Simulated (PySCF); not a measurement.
An unknown shows these calculated signals:

$^{1}$H NMR (600 MHz, computed): δ 8.63 (m, 1H), 8.34 (m, 1H), 8.23 (m, 1H), 8.06 (m, 1H), 7.80 (m, 1H), 6.54 (br, 1H), 6.45 (m, 1H).

$^{13}$C{$^{1}$H} NMR (computed): δ 163.8 (CH), 160.1 (C), 159.3 (CH), 156.6 (CH), 144.6 (CH), 141.3 (CH), 122.8 (CH).

Theoretical values (PySCF 2.14): GIAO PBE0/pcSseg-1 shieldings, geometry from PBE0-D3(BJ)/def2-SVP. A single conformation, no solvent model, non-relativistic Hamiltonian, equivalent nuclei averaged.

Scale: TMS for $^{1}$H (σ = 31.27 ppm), $^{13}$C (σ = 184.41 ppm) (reference shieldings calculated alike).

Which of these does the molecule contain: a tert-butyl group, a non-aromatic C=C double bond, a Si–CH3 group, an N-methyl group?

Answers


- A tert-butyl group: no.
- A non-aromatic C=C double bond: yes.
- A Si–CH3 group: no.
- An N-methyl group: no.

The data belong to `C1=C(C(F)F)C=CC=CB1`, C₇H₇BF₂; they needn't prove each group on their own.

Carbon signals by region: 2 in the far downfield region (above 160 ppm), 5 in the sp2 and nitrile region (100–160 ppm). Above 160 ppm: 163.8, alkene CH, 160.1, fully substituted alkene carbon.

Hydrogens on boron are broadened and split by $^{11}$B (spin 3/2, 80 %) and 10B (spin 3). A carbon bonded to boron is broadened by the quadrupolar boron nucleus and is often missing from a measured spectrum. Splittings by $^{19}$F in the carbon and heteronuclear signals aren't shown, as no couplings were computed. Shifts are as computed. Against solution values, carbons near 30 ppm lie about +2 ppm off and those near 130 ppm about +5 ppm. Of 1211 compounds with measured shifts, 218 miss one by over three times the rms of a fit or turn the order of signals round; such compounds aren't used in these exercises. No couplings were computed; multiplicities are counted from neighbouring protons, with m where these are inequivalent, close in shift, in a saturated or five-membered ring or joined by F or P, and br s for small geminal =CH2 splittings.
